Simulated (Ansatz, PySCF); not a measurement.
Ligands exchanged one at a time, B H-F. All species are isolated molecules in the gas phase. Strings in code marks are SMILES.

Quantity: vertical ionisation energy (energy after one electron is removed minus that of the parent at the parent's geometry), in eV.

Level 1: ωB97X-D3(BJ)/def2-TZVP // B3LYP-D3(BJ)/def2-TZVP (PySCF)
Level 2: frozen-core MP2/cc-pVQZ // B3LYP-D3(BJ)/def2-TZVP (Ansatz, a first-principles code)
Level 3: minus the HOMO energy of B3LYP/6-31G* // B3LYP-D3(BJ)/def2-TZVP (PySCF)
Level 4: minus the HOMO energy of HF/6-31G* // B3LYP-D3(BJ)/def2-TZVP (PySCF)

```
species  level 1  level 2  level 3  level 4
-------  -------  -------  -------  -------
`B`        13.32      ___      ___      ___
`FBF`      14.30    14.48    10.26    15.09
`BF`       12.67    12.81     8.88    13.17
```

Question: Fill in the missing entries.

Answer: 
- `B`, level 2: 13.30
- `B`, level 3: 9.58
- `B`, level 4: 13.52
